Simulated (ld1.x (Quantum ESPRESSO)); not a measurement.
## What one change does to a pseudopotential (bromine (Br), TM)

ld1.x (Quantum ESPRESSO) 7.5 input, shortened:

```
&input
   title='Br', zed=35., rel=2, dft='REVPBE', iswitch=3,
   config='[Ar] 3d10 4s2 4p4', rel_dist='average'
 /
 &inputp
   pseudotype=2, tm=.true., lloc=0,
   nlcc=.true., new_core_ps=.true.
 /
2
4P  2  1   4.00   0.00  1.70  1.70  0.0
4S  1  0   2.00   0.00  1.35  1.35  0.0
 &test
   configts(1)='4s2 4p4'
 /
```

Open shells are filled in proportion to 2j + 1 (rel_dist='average').

Change: local potential all-electron potential smoothed inside 1.20 bohr (lloc = -1).

Cutoffs: the cutoffs (Ry, on a coarse ladder) from which the occupation-weighted sum of valence levels, in a spherical-Bessel basis at the reference potential, stays within 10 and 1 mRy of its value at 400 Ry; they do not see the model core or the augmentation charge, which bear on the density cutoff. Errors are all-electron minus pseudo energies relative to the spin-unpolarised reference configuration.

Task: How do hardness, ghosts and transferability respond?

Result: The potential gets softer (45 Ry and 80 Ry → 30 Ry and 70 Ry); a bound ghost appears in d, s, which as a rule spoils a file; of the 7 tests that both files solve, the error grows in 6 and shrinks in 0 by more than 15 % and 0.3 meV (median size 4.2 → 9.2 meV); the range in which the s phases agree narrows (upper end 4.0 → -1.7); the range in which the p1/2 phases agree widens (upper end 0.4 → 3.1). In the separable form a ghost depends on how the local part lies against the semilocal potential of the channel, so the choice of the local part can create or remove one.

```tsv
quantity	base	changed
cutoff, loose	45 Ry	30 Ry
cutoff, tight	80 Ry	70 Ry
loose cutoff by channel (10 mRy a level)	p 21 Ry, s 35 Ry	s 21 Ry, p 18 Ry
bound ghosts	none	s, d
error for 4s2 4p5, meV [ΔE -12.52 eV]	+3.3	+6.3
error for 4s2 4p3, meV [ΔE 22.73 eV]	+3.6	+14
error for 4s2 4p2, meV [ΔE 56.67 eV]	+9.2	+80
error for 4s1 4p6, meV [ΔE -0.18 eV]	-4.2	-4.2
error for 4s2 4p4.5, meV [ΔE -7.46 eV]	+1.0	+2.0
error for 4s2 4p1, meV [ΔE 102.62 eV]	-7.9	+261
error for 4s2 4p5.3, meV [ΔE -14.47 eV]	+5.0	+9.2
s: phases at 1.85 bohr within 0.05 rad from the reference energy up to (Ry; the scan ends near 5)	4.0	-1.7
p1/2: phases at 1.85 bohr within 0.05 rad from the reference energy up to (Ry; the scan ends near 5)	0.4	3.1
p3/2: phases at 1.85 bohr within 0.05 rad from the reference energy up to (Ry; the scan ends near 5)	to the end of the scan	3.0
```

 A true bound ghost makes a file unfit for plane-wave use even where its test errors are small: the radial tests pick states by their node count and pass the ghost by.
